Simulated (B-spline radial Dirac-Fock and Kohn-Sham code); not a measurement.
**Te⁶⁺: input and output of one calculation**

ΔSCF core binding energies without Breit or QED terms, calculated with a radial B-spline solver. Keys: rel is the Hamiltonian (dirac, or spin-free x2c and nr, where L3 and M5 stand for the whole 2p and 3d shells), method is hf or an exchange,correlation pair (spin-unpolarised, also for the hole states), nuc the nuclear model, radius_factor scales its radius, rmax is the box in bohr, h the logarithmic mesh step, order the B-spline order, points the quadrature points per cell, c_factor scales the speed of light, and damp, ndamp, maxit and tol steer the iteration. The run stops when the commutator error falls below 10·tol·max(1, Z/10), or the numerical noise floor, and the energy has settled to about 1e-8 Ha; the virial ratio is −V/T.

Input (task.json):

```json
{"items": [{"Z": 52, "q": 6, "cfg": [[1, 0, 2], [2, 0, 2], [2, 1, 6], [3, 0, 2], [3, 1, 6], [3, 2, 10], [4, 0, 2], [4, 1, 6], [4, 2, 10]], "A": 130, "rrms": 4.7423, "do": "settings", "holes": ["K", "L3", "M5"],
  "settings": [{"rel": "dirac", "method": "hf", "nuc": "fermi", "radius_factor": 1.0, "rmax": 45.0, "h": 0.3, "order": 8, "points": 3, "c_factor": 1.0, "maxit": 75, "damp": 0.5, "ndamp": 3, "tol": 1e-08}]}]}
```

Command: `python xray2_run.py task.json out`

Ground-state iterations:

```
iter   energy (Ha)        error
   1    -6763.43105211  1.79e+00
   2    -6781.07589074  7.05e-01
   3    -6785.42137195  2.09e-01
   4    -6785.80976070  6.28e-02
   5    -6785.84039547  2.45e-02
   6    -6785.84678727  2.10e-03
   7    -6785.84681060  9.32e-05
   8    -6785.84681067  7.80e-06
   9    -6785.84681067  7.94e-07
  10    -6785.84681067  1.03e-07
```

The ground state converged in 10 iterations, with total energy -6785.84681 Ha, virial ratio 1.94555 and highest orbital energy -124.43 eV. ΔSCF binding energies: K (1s) 32010.2 eV, L3 (2p3/2) 4437.7 eV, M5 (3d5/2) 659.4 eV.

Task: One setting is unsound. Which, and why?

Result: points is too small to integrate the splines. With the default settings (Dirac Hartree-Fock): The ground state converged in 10 iterations, with total energy -6785.84820 Ha, virial ratio 1.94555 and highest orbital energy -124.43 eV. ΔSCF binding energies: K (1s) 32010.2 eV, L3 (2p3/2) 4437.7 eV, M5 (3d5/2) 659.4 eV.
